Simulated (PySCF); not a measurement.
# Correlation energy of F⁺ (fluorine, charge +1)

[He] 2s1 2p5, high-spin 3P determinant (an excited configuration). Calculation: PySCF 2.14, in aug-cc-pCVTZ-DK with one added diffuse shell each of s, p, d, f type (8s7p5d3f, 75 functions); the spin-free X2C one-electron Hamiltonian (Gaussian nucleus). Frozen: 1s2; 6 electrons correlated.

MP2 pair energies summed by pair of shells (mhartree):

```tsv
pair	energy	share (%)
2p-2p	-159.26	86.0
2s-2p	-25.90	14.0
```

Total MP2 correlation energy: -185.17 mhartree.

Same-spin part -40.98 and opposite-spin part -144.19 mhartree; SCS-MP2 scales them by 1/3 and 6/5 to -186.68 mhartree.
